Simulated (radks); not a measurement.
Neutral molybdenum inside a hard spherical wall (all orbitals vanish at R), configuration held at [Kr] 4d5 5s1 and not refilled when levels cross. Method: scalar-relativistic Kohn-Sham, r2SCAN, spin-polarised, spherical densities, finite nucleus; open shells are filled with parallel spins first (spin-orbit coupling, left out, can overturn this in heavy ions); meta-GGA in the generalised Kohn-Sham scheme; Fermi nuclear charge, rms radius 4.4091 fm; computed with a radial shooting solver on a logarithmic mesh with Libxc functionals. Eigenvalues in eV for spin up, with the zero of energy where the potential of the charges vanishes at infinity; a dash marks a level that is unbound or too diffuse for the functional's potential to be trusted. A positive occupied level is held by the wall or, in an anion where self-interaction has pushed it up, behind a barrier. The pressure on the wall is -dE/dV.

| R (bohr) | E (hartree) | kinetic (hartree) | e(4s) | e(4p) | e(5s) | e(4d) | e(5p, empty) | e(6s, empty) | pressure (GPa) |
|---|---|---|---|---|---|---|---|---|---|
| free | -4049.36168 | 4175.306 | -66.838 | -40.484 | -4.881 | -4.819 | -1.120 | - | 0 |
| 20 | -4049.36168 | 4175.306 | -66.838 | -40.484 | -4.881 | -4.819 | -1.119 | - | < 0.0001 |
| 15 | -4049.36168 | 4175.306 | -66.838 | -40.484 | -4.880 | -4.819 | -1.114 | 0.741 | < 0.0001 |
| 12 | -4049.36164 | 4175.306 | -66.835 | -40.480 | -4.878 | -4.816 | -1.082 | 1.498 | 0.000641 |
| 8 | -4049.35793 | 4175.337 | -66.639 | -40.286 | -4.697 | -4.643 | -0.544 | 5.803 | 0.161 |
| 7 | -4049.34969 | 4175.391 | -66.344 | -39.996 | -4.394 | -4.388 | 0.086 | 9.027 | 0.674 |
| 6 | -4049.32308 | 4175.540 | -65.650 | -39.321 | -3.600 | -3.788 | 1.487 | 14.965 | 2.99 |
| 4 | -4048.90136 | 4177.311 | -60.314 | -34.249 | 5.031 | 1.206 | 13.777 | 54.181 | 90.8 |
| 3 | -4047.36717 | 4183.073 | -51.050 | -25.311 | 28.567 | 11.828 | 42.984 | 128.23 | 845 |
| 2.5 | -4044.55663 | 4193.321 | -40.320 | -14.195 | 63.260 | 25.943 | 82.716 | 217.13 | 3410 |
